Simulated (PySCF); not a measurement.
# Electronic structure of Xe(27+) (xenon, charge +27) at the UHF level

Configuration: [Ar] 3d9, 2D determinant. Calculation: PySCF 2.14, in an uncontracted even-tempered set (19 s from 3.4 bohr⁻², ratio 2.5; 13 p from 4.4 bohr⁻², ratio 2.5; 8 d from 4.4 bohr⁻², ratio 2.5; 4 f from 22 bohr⁻², ratio 2.7; 3 g from 32 bohr⁻², ratio 2.7); the spin-free X2C one-electron Hamiltonian (Gaussian nucleus).

| Quantity | Value |
| --- | --- |
| Total energy | -7059.891113 hartree |
| One-electron energy | -8641.1444 hartree |
| Hartree (Coulomb) energy | 1736.3807 hartree |
| Exchange energy | -155.1275 hartree |
| ⟨S²⟩ | 0.7501 |
| ⟨L²⟩ | 6.001 |
| Sum of ⟨r⟩ | 5.659 bohr |
| Sum of ⟨r²⟩ | 1.671 bohr² |
| Traceless quadrupole moment −½Σ⟨3z² − r²⟩ along its main axis | -0.0236 e·bohr² |

| shell | electrons | mean orbital energy (eV) | spread (eV) | rms radius, mean of both spins (bohr) |
| --- | --- | --- | --- | --- |
| 1s α | 1 | -35699.3 | 0 | 0.0305 |
| 1s β | 1 | -35699.2 | 0 | 0.0305 |
| 2s α | 1 | -6453.9 | 0 | 0.124 |
| 2s β | 1 | -6448.4 | 0 | 0.124 |
| 2p α | 3 | -5889.7 | 5.494 | 0.110 |
| 2p β | 3 | -5884.3 | 1.050 | 0.110 |
| 3s α | 1 | -2043.4 | 0 | 0.319 |
| 3s β | 1 | -2036.2 | 0 | 0.319 |
| 3p α | 3 | -1856.5 | 7.062 | 0.317 |
| 3p β | 3 | -1847.7 | 3.502 | 0.317 |
| 3d α | 5 | -1587.6 | 9.728 | 0.291 |
| 3d β | 4 | -1582.1 | 7.352 | 0.291 |

Spin-orbit coupling, absent here, splits the open shell strongly.

Densities and radii are taken from the X2C orbitals without a picture-change correction, which distorts them close to the nucleus.

Spin-orbit constants ζ (cm⁻¹) from the X2C one-electron operator on these orbitals: bare nucleus, nucleus screened by l(l+1)(2l+1)/3 electrons, and screened by the Breit-Pauli mean field of the electrons.

```csv
shell,bare,screened nucleus,mean field
2p,1730000,1666000,1638000
3p,352400,339400,333300
3d,55060,44860,43650
```

To first order the Landé constant is A = -43650 cm⁻¹, so the lowest level has J = 5/2 and lies 5.41 eV below the centre of the term. First order in ζ underestimates the shift of the j = l − 1/2 level at high Z.
